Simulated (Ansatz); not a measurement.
```yaml
crystal:
  periodic: [false, false, false]
  atoms:
    - {symbol: Sn, position_ang: [0.600792, 1.105416, 0.934009]}
    - {symbol: H, position_ang: [0.676408, 1.034443, 2.648211]}
    - {symbol: H, position_ang: [2.161003, 1.181234, 0.218978]}
    - {symbol: H, position_ang: [-0.332345, 2.474406, 0.428506]}
    - {symbol: N, position_ang: [-0.199801, -0.693655, 0.339047]}
    - {symbol: C, position_ang: [-0.442909, -0.961753, -1.068635]}
    - {symbol: H, position_ang: [-0.989370, -0.977662, 0.916560]}
    - {symbol: H, position_ang: [-1.271491, -0.384084, -1.533050]}
    - {symbol: H, position_ang: [0.465471, -0.745775, -1.657317]}
    - {symbol: H, position_ang: [-0.667748, -2.032579, -1.226289]}
basis:
  gaussian: {orbitals: STO-3G}
hamiltonian: {xc: {name: RPBE}}
```

```sh
$ ansatz run in.yaml --threads 4 --pin off --events-out ev --progress --plain --max-ram 3916MiB
```

Shortened log:

```
Functional definition: RPBE
599 factors; integrals over basis functions are off by at most 3.4e-5 eV
mean field evaluation 1: about -164925.4840 eV, gradient 2.1e1 eV
mean field evaluation 2: about -164923.9804 eV, gradient 3.1e1 eV
mean field evaluation 4: about -164926.9996 eV, gradient 6.0e-1 eV
mean field evaluation 8: about -164926.8597 eV, gradient 5.5e-3 eV
mean field -164926.85968589 eV, -6060.9503020159 hartree, gradient 3.3e-5 eV, S^2 0.000000; 0 other end points of the search recorded, 0 dependent functions left out
reference -164926.85970873 eV, -6060.9503028553 hartree; 35, 35 occupied and 9, 9 virtual orbitals, 599 factors
Total energy: -164926.85970873 eV, -6060.9503028553 hartree
```

Run time 0.7 s (4 threads of Arm Neoverse N1 on a shared host).
